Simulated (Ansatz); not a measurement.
A structure relaxed at B3LYP-D4/def2-TZVP in Ansatz, charge 0, singlet:

Cartesian coordinates in Å:
```
Hf -0.698 0.269 0.911
O 0.291 0.564 -0.706
O 0.407 -0.833 -0.205
```

(1) Give its formula and point group.

(2) Summarise the bond lengths by kind (pairs closer than 1.2 times the sum of covalent radii, bridged metal pairs left out).

Answers

(1) the cluster HfO₂. Point group C2v (tolerance 0.1 Å).

(2) 2 × Hf–O 1.92 Å; 1 × O–O 1.49 Å. The metal has 2 neighbours: O 1.92 Å, O 1.92 Å.

In the def2 sets Hf takes a core potential; there is no spin–orbit coupling. The structure holds 1 bond(s) between oxygen atoms. The restricted singlet is unstable towards broken spin symmetry in Hartree–Fock (as tested in another run); at B3LYP-D4/def2-TZVP this wasn't settled. No other spin state of charge 0 was run. Another isomer (singlet) lies 3.10 eV lower at PBE0-D4/def2-TZVP; other spin states weren't run for this one.
